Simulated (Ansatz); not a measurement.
A structure relaxed at PBE0-D4/def2-TZVP, charge 0, multiplicity 1:

```xyz
14

C     0.583   -0.084   -2.032
C     1.062   -0.002   -0.593
N     0.036    0.430    0.324
B    -0.527   -0.347    1.354
N    -1.553    0.126    2.201
H     0.230    0.890   -2.384
H     1.390   -0.404   -2.696
H    -0.244   -0.792   -2.122
H     1.932    0.666   -0.537
H     1.406   -0.984   -0.260
H    -0.301    1.364    0.149
H    -0.114   -1.462    1.520
H    -1.963    1.041    2.144
H    -1.937   -0.442    2.932
```

Problem. Give its formula and SMILES.

Solution. C2H9BN2, `CCNBN`.

Problem. Point group (tolerance 0.08 Å, 0.16 Å for H)?

Solution. C1.

Problem. Summarise the bond lengths by kind.

Solution. 1 × C–C 1.519 Å; 5 × C–H 1.092 to 1.098 Å; 1 × C–N 1.443 Å; 2 × B–N 1.407 to 1.411 Å; 3 × H–N 1.002 to 1.009 Å; 1 × B–H 1.201 Å.

All numbers were calculated with Ansatz.
